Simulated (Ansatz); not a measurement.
Born–Oppenheimer molecular dynamics of ClFH$_{4}$O$_{2}$W (9 atoms, charge 0, multiplicity 1). It starts from a relaxed structure.

Method: RKS B3LYP/def2-SVP (Ansatz 0.2.0).

| Property | Result |
| --- | --- |
| ensemble | NVT, Nosé–Hoover chain |
| time step | 0.25 fs |
| steps asked | 300 |
| set temperature | 1000 K |
| thermostat | time constant 100 fs, chain length 3 |
| seed | 20250 |

First frame:

```xyz
9
Properties=species:S:1:pos:R:3
W 0.035 -0.279 -0.285
H 0.103 0.158 1.338
O 1.886 -0.464 -0.144
H 2.480 -0.775 0.554
H 0.155 1.385 0.008
Cl -2.245 -0.013 0.003
F -0.170 -2.034 0.481
O 0.056 0.421 -2.046
H 0.053 1.311 -2.425
```

Q: How far do the bonds stretch over the last three quarters of this one trajectory? (Pairs bonded in most of those frames.)

A: 
```json
{"bond": "W1–H2", "mean (Å)": "1.697", "spread (Å)": "0.063", "shortest": "1.59", "longest": "1.78"}
{"bond": "W1–O3", "mean (Å)": "1.862", "spread (Å)": "0.022", "shortest": "1.83", "longest": "1.90"}
{"bond": "W1–H5", "mean (Å)": "1.709", "spread (Å)": "0.023", "shortest": "1.67", "longest": "1.76"}
{"bond": "W1–Cl6", "mean (Å)": "2.350", "spread (Å)": "0.052", "shortest": "2.27", "longest": "2.41"}
{"bond": "W1–F7", "mean (Å)": "1.952", "spread (Å)": "0.079", "shortest": "1.83", "longest": "2.06"}
{"bond": "W1–O8", "mean (Å)": "1.898", "spread (Å)": "0.013", "shortest": "1.88", "longest": "1.92"}
{"bond": "O3–H4", "mean (Å)": "0.978", "spread (Å)": "0.046", "shortest": "0.91", "longest": "1.05"}
{"bond": "O8–H9", "mean (Å)": "0.970", "spread (Å)": "0.004", "shortest": "0.96", "longest": "0.98"}
```

Mean temperature of the second half: 506 K. The conserved energy stayed within 0.13 meV per atom of its start (net change 0.043 meV per atom), so the integration is sound. The mean temperature of the second half is 49 % below the set value. A run of 0.075 ps of so small a system gives no equilibrium averages.

Time of the run: 20 min on 2 threads of Arm Neoverse V1, on a shared host, peak memory 0.26 GiB.
